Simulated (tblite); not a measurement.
C₅H₁₅FGeSi.
SMILES with atom numbers: `[CH3:1][GeH2:2][Si@@H:3]([F:4])[C:5]([CH3:6])([CH3:7])[CH3:8]` (hydrogens: H9, H10, H11 on C1; H12, H13 on Ge2; H14 on Si3; H15, H16, H17 on C6; H18, H19, H20 on C7; H21, H22, H23 on C8)

Computed with GFN2-xTB (tblite), gas phase: L-BFGS steps from a force-field or distance-geometry start until the largest atomic force falls under 0.01 eV/Å.

Step 14: E = -729.4967 eV
```
atom  x, y, z in Å  |  force x, y, z in eV/Å
C1      3.7044    0.1198   -1.1149    0.038   0.005  -0.017
Ge2     2.1868    0.0511    0.1339    0.033  -0.031   0.010
Si3     0.1846    0.0639   -1.0549   -0.066  -0.007   0.005
F4      0.1372   -1.2305   -2.0303    0.019  -0.008   0.019
C5     -1.3274   -0.0332    0.1099   -0.070   0.004   0.032
C6     -2.6163   -0.0656   -0.7073   -0.034   0.001  -0.024
C7     -1.2428   -1.2848    0.9835    0.000  -0.026   0.015
C8     -1.3180    1.2015    1.0083   -0.005   0.040   0.021
H9      3.6928   -0.7519   -1.7663    0.007   0.012   0.018
H10     4.6666    0.1536   -0.6112    0.004  -0.001   0.014
H11     3.6200    1.0033   -1.7449    0.026  -0.010   0.005
H12     2.2921    1.2334    1.0688    0.040   0.005  -0.021
H13     2.3904   -1.1136    1.0804    0.006   0.026  -0.066
H14     0.0426    1.1608   -2.0176    0.021  -0.044   0.040
H15    -2.6352   -0.9407   -1.3524   -0.008  -0.009  -0.009
H16    -3.4928   -0.1001   -0.0593    0.044  -0.004   0.013
H17    -2.6928    0.8193   -1.3353   -0.025   0.008   0.000
H18    -1.2277   -2.1849    0.3725   -0.005  -0.004  -0.026
H19    -0.3384   -1.2678    1.5928    0.020   0.007  -0.002
H20    -2.0972   -1.3484    1.6574   -0.015   0.032  -0.026
H21    -1.3537    2.1099    0.4114   -0.025   0.040  -0.006
H22    -0.4096    1.2244    1.6098    0.020   0.011   0.026
H23    -2.1704    1.2075    1.6863   -0.024  -0.047  -0.019
```

Step 15: E = -729.4978 eV
```
atom  x, y, z in Å  |  force x, y, z in eV/Å
C1      3.7057    0.1194   -1.1140    0.047   0.007  -0.025
Ge2     2.1881    0.0520    0.1348    0.037  -0.036  -0.011
Si3     0.1853    0.0628   -1.0552   -0.088  -0.001   0.035
F4      0.1366   -1.2312   -2.0308    0.022  -0.016   0.020
C5     -1.3287   -0.0324    0.1095   -0.054   0.004   0.027
C6     -2.6186   -0.0656   -0.7085   -0.005   0.000  -0.002
C7     -1.2432   -1.2853    0.9834   -0.006   0.005  -0.004
C8     -1.3194    1.2032    1.0094   -0.007   0.011   0.004
H9      3.6972   -0.7503   -1.7670   -0.009  -0.017   0.014
H10     4.6682    0.1531   -0.6121    0.017   0.001   0.037
H11     3.6240    1.0015   -1.7451    0.013   0.020  -0.003
H12     2.2980    1.2334    1.0700    0.034   0.008  -0.021
H13     2.3943   -1.1134    1.0789    0.003   0.020  -0.058
H14     0.0412    1.1576   -2.0186    0.025  -0.029   0.030
H15    -2.6377   -0.9415   -1.3535   -0.004   0.012   0.004
H16    -3.4931   -0.1010   -0.0577    0.038  -0.005   0.003
H17    -2.6971    0.8200   -1.3360   -0.019  -0.009   0.010
H18    -1.2285   -2.1854    0.3716   -0.005   0.012  -0.013
H19    -0.3383   -1.2678    1.5928    0.001   0.004  -0.012
H20    -2.0987   -1.3467    1.6563   -0.005   0.020  -0.023
H21    -1.3569    2.1127    0.4133   -0.018   0.019   0.005
H22    -0.4108    1.2253    1.6119   -0.001   0.014   0.007
H23    -2.1724    1.2065    1.6871   -0.016  -0.042  -0.022
```

Step 16: E = -729.4987 eV
```
atom  x, y, z in Å  |  force x, y, z in eV/Å
C1      3.7078    0.1192   -1.1138    0.043   0.007  -0.023
Ge2     2.1900    0.0523    0.1353    0.024  -0.019  -0.040
Si3     0.1843    0.0617   -1.0547   -0.071  -0.003   0.056
F4      0.1364   -1.2320   -2.0307    0.022  -0.019   0.025
C5     -1.3308   -0.0315    0.1096   -0.019   0.006   0.013
C6     -2.6208   -0.0656   -0.7095    0.018   0.001   0.018
C7     -1.2437   -1.2856    0.9833   -0.012   0.031  -0.019
C8     -1.3208    1.2048    1.0105   -0.011  -0.016  -0.011
H9      3.7008   -0.7493   -1.7673   -0.017  -0.037   0.008
H10     4.6700    0.1527   -0.6121    0.027   0.002   0.049
H11     3.6276    1.0005   -1.7453    0.007   0.040  -0.009
H12     2.3039    1.2335    1.0707    0.028   0.004  -0.024
H13     2.3980   -1.1129    1.0766    0.003   0.003  -0.042
H14     0.0405    1.1542   -2.0190    0.025  -0.012   0.018
H15    -2.6399   -0.9420   -1.3543   -0.001   0.025   0.012
H16    -3.4928   -0.1019   -0.0563    0.017  -0.006   0.000
H17    -2.7012    0.8205   -1.3365   -0.013  -0.018   0.015
H18    -1.2294   -2.1857    0.3706   -0.005   0.025  -0.001
H19    -0.3381   -1.2676    1.5926   -0.018   0.002  -0.021
H20    -2.1002   -1.3448    1.6550    0.001   0.004  -0.013
H21    -1.3600    2.1154    0.4150   -0.012  -0.004   0.017
H22    -0.4118    1.2264    1.6138   -0.023   0.016  -0.012
H23    -2.1745    1.2047    1.6874   -0.010  -0.031  -0.017
```

Problem. Estimate the geometry and energy of step 17. (The exact step hangs on the optimiser's Hessian estimate; all steps are aligned on step 16, rigid shifts and turns removed.)

Solution. E = -729.4996 eV, largest force 0.068 eV/Å
```
atom  x, y, z in Å  |  force x, y, z in eV/Å
C1      3.7109    0.1192   -1.1141    0.033   0.007  -0.017
Ge2     2.1923    0.0522    0.1349    0.002   0.009  -0.067
Si3     0.1821    0.0605   -1.0533   -0.024  -0.007   0.058
F4      0.1367   -1.2331   -2.0301    0.018  -0.016   0.034
C5     -1.3332   -0.0305    0.1100    0.019   0.008  -0.004
C6     -2.6227   -0.0656   -0.7101    0.028   0.002   0.032
C7     -1.2445   -1.2854    0.9828   -0.018   0.044  -0.024
C8     -1.3225    1.2062    1.0114   -0.017  -0.033  -0.018
H9      3.7042   -0.7491   -1.7676   -0.016  -0.045   0.004
H10     4.6724    0.1524   -0.6111    0.028   0.002   0.050
H11     3.6315    1.0002   -1.7457    0.006   0.046  -0.011
H12     2.3104    1.2337    1.0710    0.021  -0.006  -0.030
H13     2.4017   -1.1124    1.0735    0.005  -0.018  -0.022
H14     0.0402    1.1506   -2.0191    0.022   0.003   0.008
H15    -2.6422   -0.9421   -1.3550    0.004   0.028   0.016
H16    -3.4922   -0.1028   -0.0548   -0.012  -0.007   0.004
H17    -2.7057    0.8206   -1.3367   -0.006  -0.018   0.016
H18    -1.2304   -2.1854    0.3695   -0.007   0.034   0.006
H19    -0.3384   -1.2674    1.5919   -0.031   0.002  -0.025
H20    -2.1016   -1.3429    1.6534    0.000  -0.010   0.001
H21    -1.3635    2.1180    0.4171   -0.008  -0.022   0.024
H22    -0.4133    1.2277    1.6154   -0.039   0.015  -0.027
H23    -2.1768    1.2024    1.6874   -0.009  -0.018  -0.008
```

The energy changes by -0.0009 eV. The first-order estimate −F·Δx gives -0.0013 eV and the mean of the old and new forces, exact on a quadratic surface, -0.0009 eV. The step makes an angle of 64° with the force vector and moves no atom by more than 0.007 Å.

What follows is the cost of the whole relaxation. On an Arm Neoverse N1 with one thread, no GPU, shared host with 64 logical CPUs at a one-minute load of 61, this took 0.82 s of wall time.
